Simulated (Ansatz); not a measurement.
Abridged output of a molecular run in Ansatz:

```
Functional definition: HF
  name "HF"
  cite "Fock, Z. Phys. 61, 126 (1930) doi:10.1007/BF01340294"
  parent pbe
  exchange = exact_x
  correlation = 0
1618 factors; integrals over basis functions are off by at most 1.2e-3 eV
mean field evaluation 1: about -12106.6013 eV, gradient 3.7e1 eV
mean field evaluation 2: about -12106.8858 eV, gradient 3.7e1 eV
mean field evaluation 4: about -12110.8554 eV, gradient 4.5e0 eV
mean field evaluation 8: about -12110.9312 eV, gradient 1.7e-1 eV
mean field -12110.93129194 eV, -445.0685158949 hartree, gradient 1.1e-6 eV, S^2 0.000000; 0 other end points of the search recorded, 0 dependent functions left out
9 core orbitals not correlated: weight in the atoms' cores, before any rotation towards them, 1.000 or more for the frozen orbitals, at most 0.000 for the correlated occupied ones
reference -12110.93129194 eV, -445.0685158949 hartree; 14, 14 occupied and 255, 255 virtual orbitals, 1618 factors
second order -21.25472744 eV of doubles, -0.00000000 eV of singles
cycle   1  -21.90948224 eV  change   -6.5e-1 eV  update   1.0e-1
cycle   2  -22.53017495 eV  change   -6.2e-1 eV  update   3.1e-2
cycle   3  -22.62780527 eV  change   -9.8e-2 eV  update   1.3e-2
cycle   4  -22.62263147 eV  change    5.2e-3 eV  update   3.6e-3
cycle   5  -22.62387419 eV  change   -1.2e-3 eV  update   1.4e-3
cycle   6  -22.62388152 eV  change   -7.3e-6 eV  update   3.5e-4
cycle   7  -22.62374162 eV  change    1.4e-4 eV  update   1.1e-4
cycle   8  -22.62375200 eV  change   -1.0e-5 eV  update   4.1e-5
cycle   9  -22.62375394 eV  change   -1.9e-6 eV  update   1.5e-5
perturbative correction -1.01233545 eV, -0.0372026415 hartree
Total energy: -12134.56738133 eV, -445.9371261586 hartree
```

Its atoms:

Cartesian coordinates in Å:
```
Si -0.596 -1.913 0.729
C -0.006 -0.261 0.135
C 1.134 0.426 0.314
C 0.717 1.611 -0.512
C -0.611 0.834 -0.732
H -1.839 -1.769 1.536
H -0.908 -2.805 -0.422
H 0.459 -2.545 1.565
H 2.043 0.205 0.863
H 1.305 1.791 -1.416
H 0.618 2.556 0.030
H -1.502 1.317 -0.321
H -0.814 0.552 -1.768
```

Question: Which basis set was used?
A. def2-SVP
B. cc-pV(Q+d)Z
C. cc-pV(D+d)Z
D. def2-TZVPP

Answer: D. It gives 278 functions.

Question: Write the keys of the input that set method, charge and spin (a neutral closed shell needs none for the last two).

Answer: 
```yaml
correlation: {method: ccsd_t}
```
